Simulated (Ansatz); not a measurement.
Calculated with Ansatz (gas phase, PBE0-D4/def2-TZVP geometries, no zero-point term in ΔE). CBS: MP2 limit from def2 TZ/QZ plus the TZ coupled-cluster correction, frozen cores. DFT in def2-TZVPP. B3LYP here is the variant with VWN-RPA as its local correlation; programs differ in this. One conformer a species, not always the lowest.

Reaction (formal exchange of groups at a B–C bond): `CBS` + `CCSB(O)O` → `OB(O)BS` + `CCSC`

`CBS`:

```xyz
8

C     0.650    0.889    0.002
B    -0.464   -0.199    0.050
S    -0.040   -1.909   -0.218
H     0.669    1.437    0.951
H     0.399    1.637   -0.758
H     1.656    0.516   -0.200
H    -1.607    0.078    0.262
H    -1.263   -2.449   -0.089
```

`CCSB(O)O`:

Cartesian coordinates in Å:
```
C -0.781 -1.321 1.079
C -0.699 0.189 1.147
S 0.938 0.846 0.702
B 0.895 0.789 -1.112
O 1.980 1.175 -1.849
O -0.224 0.370 -1.763
H -1.769 -1.660 1.403
H -0.031 -1.785 1.722
H -0.621 -1.669 0.057
H -0.876 0.548 2.163
H -1.436 0.658 0.495
H 2.734 1.454 -1.325
H -0.111 0.406 -2.718
```

`OB(O)BS`:

Cartesian coordinates in Å:
```
O 1.210 -0.965 -1.108
B 0.528 -0.129 -0.267
O 1.225 0.907 0.280
B -1.126 -0.309 0.130
S -1.929 0.810 1.228
H 0.663 -1.670 -1.458
H 2.145 0.922 -0.004
H -1.841 -1.175 -0.289
H -0.876 1.609 1.488
```

`CCSC`:

```xyz
12

C    -1.192    0.626   -0.729
C     0.065    1.100   -0.026
S     1.515    0.056   -0.279
C     1.031   -1.412    0.636
H    -1.516   -0.349   -0.357
H    -2.013    1.329   -0.563
H    -1.025    0.537   -1.804
H    -0.101    1.210    1.050
H     0.368    2.080   -0.401
H     0.809   -1.170    1.678
H     0.176   -1.915    0.183
H     1.883   -2.093    0.612
```

(1) Is it downhill or uphill in electronic energy at CCSD(T)/CBS, and by how much? (Best estimate.)

(2) What do these levels give: B3LYP-D4, ωB97M-V, B3LYP, HF/def2-TZVPP, SCS-MP2/def2-TZVPP, CCSD/CBS(def2)? (Best estimate.)

Largest T1 diagnostic among the species: 0.015.

Answers

(1) Computed: Uphill: ΔE = +30.8 kcal/mol.

(2) Computed: B3LYP-D4 30.8, ωB97M-V 31.6, B3LYP 30.5, HF/def2-TZVPP 32.7, SCS-MP2/def2-TZVPP 31.5, CCSD/CBS(def2) 31.0 kcal/mol.

From PBE to PBE0 (25 % exact exchange), in def2-TZVPP and without D4, ΔE moves by +1.3 kcal/mol.
